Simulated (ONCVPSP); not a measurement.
## What one change does to a pseudopotential (tantalum, ONCV)

tantalum (Ta), optimised norm-conserving Vanderbilt (ONCV), made with ONCVPSP 4.0.1 (PBE, scalar-relativistic). Core [Xe], reference 4f13 5d4 6s2. Waves: 6s: rc 2.95 bohr, ncon 4, nbas 8, qcut 2 1/bohr, 1 projector; p scattering state at 0.08 Ha: rc 2.40 bohr, ncon 4, nbas 8, qcut 3.4 1/bohr, 1 projector; 5d: rc 2.60 bohr, ncon 5, nbas 10, qcut 5 1/bohr, 2 projectors, debl 3.6 Ha; 4f: rc 1.05 bohr, ncon 5, nbas 9, qcut 13.7 1/bohr, local. Local part: the f channel. Core correction: none.

All-electron outer shells of the reference configuration (PBE, scalar-relativistic, ld1.x):

```json
{"shell": "5p", "level (eV)": "-42.38", "outermost node (bohr)": "0.58", "outermost maximum (bohr)": "1.10"}
{"shell": "4f", "level (eV)": "-33.10", "outermost node (bohr)": "–", "outermost maximum (bohr)": "0.44"}
{"shell": "6s", "level (eV)": "-5.60", "outermost node (bohr)": "1.30", "outermost maximum (bohr)": "2.71"}
{"shell": "5d", "level (eV)": "-4.60", "outermost node (bohr)": "0.64", "outermost maximum (bohr)": "1.51"}
```

Change: d: nproj 3.

Cutoffs: the cutoffs (Ha) at which the residual kinetic energy of the hardest occupied pseudo-wave falls to 1 and 0.1 mHa per electron; they do not see the model core or the augmentation charge, which bear on the density cutoff. Errors are all-electron minus pseudo energies relative to the spin-unpolarised reference configuration.

**Question.** What does the change do?

**Answer.** The potential gets neither clearly harder nor softer (289 Ha and 323 Ha → 289 Ha and 323 Ha); both files keep a bound ghost (p, s); the errors of the 4 common tests hardly move; the range in which the d phases agree narrows (upper end at the end of the scan → 0.9).

```tsv
quantity	base	changed
cutoff, loose	289 Ha	289 Ha
cutoff, tight	323 Ha	323 Ha
bound ghosts	s, p	s, p
GHOST(+) flags under 300 eV	d at 128.1 eV	d at 96.5 eV
error for 4f14 5d3 6s2, meV [ΔE -24.82 eV]	-966	-958
error for 4f14 5d3 6s1, meV [ΔE -16.35 eV]	-1086	-1080
error for 4f14 5d3 6s0, meV [ΔE -1.38 eV]	-1116	-1113
error for 4f14 5d3.5 6s1.5, meV [ΔE -23.83 eV]	-1124	-1116
s: phases at 2.99 bohr within 0.05 rad from the reference energy up to (Ha; the scan ends near 5)	n/a	n/a
p: phases at 2.44 bohr within 0.05 rad from the reference energy up to (Ha; the scan ends near 5)	1.3	1.3
d: phases at 2.64 bohr within 0.05 rad from the reference energy up to (Ha; the scan ends near 5)	to the end of the scan	0.9
f: phases at 1.06 bohr within 0.05 rad from the reference energy up to (Ha; the scan ends near 5)	0.1	0.1
```

Base: These tests converged, but a pseudo level misses the all-electron one widely, so the file describes the atom poorly there or has found another state: 4f14 5d3.5 6s1.5: 4f by 2.1 eV. Changed file: These tests converged, but a pseudo level misses the all-electron one widely, so the file describes the atom poorly there or has found another state: 4f14 5d3.5 6s1.5: 4f by 2.1 eV. A true bound ghost makes a file unfit for plane-wave use even where its test errors are small: the radial tests pick states by their node count and pass the ghost by.
